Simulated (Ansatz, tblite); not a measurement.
Cost and result up the ladder for GeH2Me(OMe) (C₂H₈GeO) (12 atoms). Charge 0, multiplicity 1. Geometry: PBE-D4/def2-SVP.

```xyz
12

Ge   -0.457    0.342   -0.511
H     0.301    0.692   -1.830
H    -1.712   -0.523   -0.845
C    -0.891    1.922    0.548
H    -1.556    2.599   -0.023
H     0.038    2.466    0.808
H    -1.402    1.620    1.482
O     0.645   -0.630    0.543
C     1.143   -1.854    0.052
H     0.336   -2.593   -0.180
H     1.794   -2.307    0.830
H     1.760   -1.736   -0.873
```

Ansatz on 4 threads of Arm Neoverse V1 on a shared host; xTB runs through tblite on one thread. Times are rough, summed over both states, and most runs start from the orbitals of an earlier one. PBE0-D4/def2-TZVP serves as the yardstick here, not as an exact answer. The other state is a triplet.

The xTB rows come from tblite.

xTB has no spin-polarisation term.

| level | functions | wall time |
| --- | --- | --- |
| GFN2-xTB | 29 | 0.009 s |
| GFN1-xTB | 37 | 0.014 s |
| PBE-D4/def2-TZVP | 189 | 5.5 s |
| PBE0-D4/def2-TZVP | 189 | 9 s |
| r2SCAN-D4/def2-TZVP (with forces) | 189 | 13 s |

Question: Estimate what each level gives for the vertical triplet (eV).

Answer: 
```json
{"level": "GFN2-xTB", "vertical triplet (eV)": "8.55", "difference from PBE0-D4/def2-TZVP (eV)": "2.28"}
{"level": "GFN1-xTB", "vertical triplet (eV)": "7.33", "difference from PBE0-D4/def2-TZVP (eV)": "1.06"}
{"level": "PBE-D4/def2-TZVP", "vertical triplet (eV)": "5.92", "difference from PBE0-D4/def2-TZVP (eV)": "-0.35"}
{"level": "PBE0-D4/def2-TZVP", "vertical triplet (eV)": "6.27", "difference from PBE0-D4/def2-TZVP (eV)": "0.00"}
{"level": "r2SCAN-D4/def2-TZVP (with forces)", "vertical triplet (eV)": "6.13", "difference from PBE0-D4/def2-TZVP (eV)": "-0.14"}
```
